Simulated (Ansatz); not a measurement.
Relaxation of C2H9BOSn (14 atoms, charge 0, multiplicity 1), to a largest force component of 0.015 eV/Å in at most 40 steps.

The calculation used Ansatz 0.2.0, RKS PBE0-D4/def2-SVP.

```xyz
14
Properties=species:S:1:pos:R:3
B -1.147 1.728 0.787
Sn -0.412 -0.300 0.879
C 1.702 -0.240 0.845
O -1.011 -1.352 -0.668
C -0.573 -2.658 -0.586
H -2.362 1.977 0.778
H -0.421 2.686 0.706
H -0.907 -1.024 2.363
H 2.086 0.328 0.003
H 2.133 -1.276 0.857
H 2.089 0.273 1.792
H 0.538 -2.688 -0.463
H -1.011 -3.107 0.266
H -0.846 -3.191 -1.487
```

Question: Where does it end, and by what steps?

Answer: The forces met the threshold. After 22 steps the energy has fallen by 0.427 eV; H6 moved furthest, 1.03 Å.

```csv
step,energy less start (eV),largest force component (eV/Å),accepted
0,0.0000,1.604,yes
1,-0.2992,0.641,yes
2,-0.3629,0.321,yes
3,-0.3752,0.183,yes
4,-0.3857,0.134,yes
5,-0.3975,0.051,yes
6,-0.4072,0.062,yes
7,-0.4026,0.440,no
8,-0.4092,0.101,yes
9,-0.4161,0.079,yes
10,-0.4161,0.253,no
11,-0.4190,0.041,yes
12,-0.4207,0.073,yes
13,-0.4239,0.038,yes
14,-0.4215,0.286,no
15,-0.4246,0.113,yes
16,-0.4259,0.084,yes
17,-0.4262,0.064,yes
18,-0.4267,0.020,yes
19,-0.4270,0.015,yes
20,-0.4272,0.046,yes
21,-0.4273,0.027,yes
22,-0.4274,0.010,yes
```

```xyz
14
Properties=species:S:1:pos:R:3
B -1.252 1.817 0.749
Sn -0.307 -0.198 1.023
C 1.843 -0.234 0.863
O -1.004 -1.332 -0.476
C -0.643 -2.672 -0.570
H -1.990 2.024 -0.181
H -1.025 2.714 1.525
H -0.773 -1.011 2.475
H 2.154 0.186 -0.104
H 2.202 -1.271 0.935
H 2.291 0.356 1.675
H 0.447 -2.828 -0.716
H -0.938 -3.272 0.317
H -1.147 -3.123 -1.444
```

Whether the end is a true minimum wasn't checked by a vibrational analysis.

The run took 98 s on 2 threads of Arm Neoverse V2 (shared host), peak memory 0.33 GiB.
